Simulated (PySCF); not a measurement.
**Spin-orbit coupling and the fourth ionisation energy along the lanthanides**

Two-component X2C-1e calculated with PySCF 2.14: MP2 on generalised Hartree-Fock spinors (GMP2), with spin-orbit coupling off and on (screened by Boettger's factors); no Breit or QED terms. Values in eV; the references (NIST) lie between the lowest levels. Elements whose determinants are no pure J levels are left out.

| element | configurations | spin-free | with spin-orbit | shift | reference |
| --- | --- | --- | --- | --- | --- |
| Ce (x2c-TZVPPall-2c, [Ar] 3d10 frozen) | [Xe] 4f1 → [Xe] | 35.808 | 35.926 | 0.118 | 36.906 ± 0.009 (s) |
| Tb (x2c-TZVPPall-2c, [Ar] 3d10 frozen) | [Xe] 4f8 → [Xe] 4f7 | 38.753 | 39.016 | 0.264 | 39.33 ± 0.04 (s) |
| Dy (x2c-QZVPPall-2c, [Ar] 3d10 frozen) | [Xe] 4f9 → [Xe] 4f8 | 41.334 | 41.464 | 0.129 | 41.23 ± 0.08 (s) |
| Ho (x2c-QZVPPall-2c, [Ar] 3d10 frozen) | [Xe] 4f10 → [Xe] 4f9 | 42.989 | 42.950 | -0.039 | 42.52 ± 0.08 (s) |
| Er (x2c-TZVPPall-2c, [Ar] 3d10 frozen) | [Xe] 4f11 → [Xe] 4f10 | 43.001 | 42.748 | -0.253 | 42.42 ± 0.04 (s) |
| Tm (x2c-TZVPPall-2c, [Ar] 3d10 frozen) | [Xe] 4f12 → [Xe] 4f11 | 43.313 | 42.930 | -0.383 | 42.41 ± 0.04 (s) |
| Yb (x2c-TZVPPall-2c, [Ar] 3d10 frozen) | [Xe] 4f13 → [Xe] 4f12 | 44.933 | 44.387 | -0.545 | 43.61 ± 0.04 (s) |
| Lu (x2c-TZVPPall-2c, [Ar] 3d10 frozen) | [Xe] 4f14 → [Xe] 4f13 | 45.225 | 44.458 | -0.768 | 45.249 ± 0.025 (s) |

The largest shift is at Lu, -0.768 eV, where spin-orbit coupling lowers the species with fewer electrons by more than the one with more (starting occupations closed and 4f5/2^6 4f7/2^7).

What remains against the references is mostly the basis and correlation beyond MP2. References marked (s) are semi-empirical, (t) theoretical.
